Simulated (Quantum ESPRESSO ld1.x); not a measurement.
The numbers below are computed, except where a source is named.
Problem. The mean radii <r> (bohr) of the occupied orbitals of an atom or ion are listed with their occupations. Code: ld1.x of Quantum ESPRESSO 7.5. Model: scalar-relativistic Kohn-Sham, LDA (Slater exchange, VWN5 correlation), spin-polarised, spherical densities, point nucleus.

orbital  occ.     <r>
1s up       1  0.1588
1s down     1  0.1581
2s up       1  0.7920
2s down     1  0.8130
2p up       3  0.7436

Name the element and its charge. Open shells, if any, are filled with parallel spins first.

Solution. Z = 10, neon, charge +3: Ne3+ in [He] 2s2 2p3. The 1s radius gives Z: for a bare nucleus <r> = (2 gamma + 1)/(2Z) with gamma = sqrt(1 - (Z/c)^2), 0.1497 bohr for Z = 10, and screening makes it slightly larger (0.1588 here). The occupations add up to 7, and the charge is Z minus that.
